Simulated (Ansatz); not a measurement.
The cluster ScAlN₂ (the lowest singlet isomer of a short search) was relaxed with PBE0-D4 (def2-TZVP) in Ansatz in these states: charge +1 doublet, neutral quintet, neutral singlet, neutral triplet. The geometries follow in no particular order.

A:

Cartesian coordinates in Å:
```
Al 0.1130 1.0241 -0.5252
Sc -0.1243 -1.1246 0.5765
N 1.0171 -0.4549 -0.7931
N -1.0059 0.5554 0.7417
```

B:

Cartesian coordinates in Å:
```
Al -0.7385 0.0536 1.2003
Sc 0.7937 -0.0576 -1.2900
N -0.7865 -0.8223 -0.3852
N 0.7312 0.8263 0.4750
```

C:

```xyz
4

Al   -0.082    1.227    0.504
Sc    0.085   -1.271   -0.521
N    -1.202   -0.175    0.294
N     1.199    0.219   -0.277
```

D:

```xyz
4

Al    0.767    0.952    0.343
Sc   -0.835   -1.037   -0.373
N     0.571   -0.695    0.863
N    -0.503    0.780   -0.832
```

Judge from the bond lengths which geometry belongs to which state (an estimate).

A is the neutral singlet (Al1–Sc2 2.426 Å, Sc2–N3 1.905 Å, Sc2–N4 1.904 Å); B is the neutral quintet (Al1–Sc2 2.926 Å, Sc2–N3 1.975 Å, Sc2–N4 1.975 Å); C is the neutral triplet (Al1–Sc2 2.705 Å, Sc2–N3 1.876 Å, Sc2–N4 1.876 Å); D is the charge +1 doublet (Al1–Sc2 2.652 Å, Sc2–N3 1.903 Å, Sc2–N4 1.903 Å).

At PBE0-D4/def2-TZVP a singlet lies 1.41 eV below the neutral quintet. These are the stationary points nearest to one start from a short search; other shapes may lie lower in each state.
